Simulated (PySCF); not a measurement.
Computed shifts of a molecule C2H9FOSi2, PySCF with PBE0/pcSseg-1, GIAO, gas phase, atoms alike by connectivity averaged where their shifts nearly agree, in ppm (number of nuclei): ¹³C: 57.3 (1), -5.2 (1). ²⁹Si: 22.7 (1), -74.9 (1). ¹⁹F: -214.5 (1). ¹H: 5.34 (1), 4.09 (3), 3.84 (1), 3.65 (1), 0.63 (1), 0.61 (1), 0.36 (1). References: ¹⁷O against H2O (σ = 334.2 ppm); ¹³C against TMS (σ = 186.3 ppm); ²⁹Si against TMS (σ = 352.7 ppm); ¹⁹F against CFCl3 (σ = 167.2 ppm); ¹H against TMS (σ = 31.56 ppm), references at their B3LYP-D3(BJ)/def2-TZVP geometries, non-relativistic. Geometry: B3LYP-D3(BJ)/def2-SVP. Other conformers were not sampled.

Q: Pick the molecule that these values belong to.
(A) CO[Si@H](F)[SiH2]C
(B) CO[SiH2][SiH2]CF
(C) F[SiH2]COC[SiH3]
(D) OC[Si@H](F)C[SiH3]

A: D, OC[Si@H](F)C[SiH3]
